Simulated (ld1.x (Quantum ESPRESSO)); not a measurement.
Te: one change to an RRKJ potential, before and after

Te, norm-conserving RRKJ (Kleinman–Bylander form), made with ld1.x (Quantum ESPRESSO) 7.5 (LDA (PZ), scalar-relativistic). Core [Kr], reference 4d10 5s2 5p4. Waves: 5p (bound): rc 1.75 bohr; 4d (bound): rc 1.05 bohr; 5s (bound): rc 1.45 bohr. Local part: the s channel. Core correction: none.

All-electron outer shells of the reference configuration (LDA (PZ), scalar-relativistic, ld1.x):

| shell | level (eV) | outermost node (bohr) | outermost maximum (bohr) |
| --- | --- | --- | --- |
| 4s | -163.99 | 0.38 | 0.70 |
| 4p | -114.19 | 0.38 | 0.74 |
| 4d | -41.70 | 0.36 | 0.81 |
| 5s | -15.36 | 0.91 | 1.77 |
| 5p | -6.12 | 1.00 | 2.17 |

Change: wave 4d (bound): rc 1.05 bohr becomes 4d (bound): rc 1.18 bohr.

Cutoffs: the cutoffs (Ry, on a coarse ladder) from which the occupation-weighted sum of valence levels, in a spherical-Bessel basis at the reference potential, stays within 10 and 1 mRy of its value at 400 Ry; they do not see the model core or the augmentation charge, which bear on the density cutoff. Errors are all-electron minus pseudo energies relative to the spin-unpolarised reference configuration.

Question: Predict the effect on cutoff, ghosts and configuration errors.

Answer: The potential gets softer (140 Ry and 230 Ry → 100 Ry and 160 Ry); the errors of the 9 common tests hardly move; neither file shows a bound ghost. A larger radius leaves more room for a smooth pseudo-wave, so fewer plane waves are needed.

| quantity | base | changed |
| --- | --- | --- |
| cutoff, loose | 140 Ry | 100 Ry |
| cutoff, tight | 230 Ry | 160 Ry |
| bound ghosts | none | none |
| error for 4d10 5s2 5p3, meV [ΔE 9.92 eV] | -0.7 | -0.7 |
| error for 4d10 5s2 5p2, meV [ΔE 28.09 eV] | +3.7 | +3.7 |
| error for 4d10 5s2 5p1, meV [ΔE 55.32 eV] | +20 | +20 |
| error for 4d10 5s1 5p4, meV [ΔE 19.85 eV] | +2.0 | +2.0 |
| error for 4d10 5s2 5p0, meV [ΔE 92.23 eV] | +59 | +59 |
| error for 4d9 5s2 5p4, meV [ΔE 49.31 eV] | -218 | -210 |
| error for 4d10 5s0 5p6, meV [ΔE 18.92 eV] | -5.9 | -6.0 |
| error for 4d10 5s2 5p4 (spin-polarised), meV [ΔE -0.48 eV] | +9.5 | +9.5 |
| error for 4d10 5s2 5p3 (spin-polarised), meV [ΔE 8.60 eV] | +28 | +28 |
| s: phases at 1.90 bohr within 0.05 rad from the reference energy up to (Ry; the scan ends near 5) | 1.2 | 1.2 |
| p: phases at 1.90 bohr within 0.05 rad from the reference energy up to (Ry; the scan ends near 5) | to the end of the scan | to the end of the scan |
| d: phases at 1.90 bohr within 0.05 rad from the reference energy up to (Ry; the scan ends near 5) | 0.2 | 0.2 |
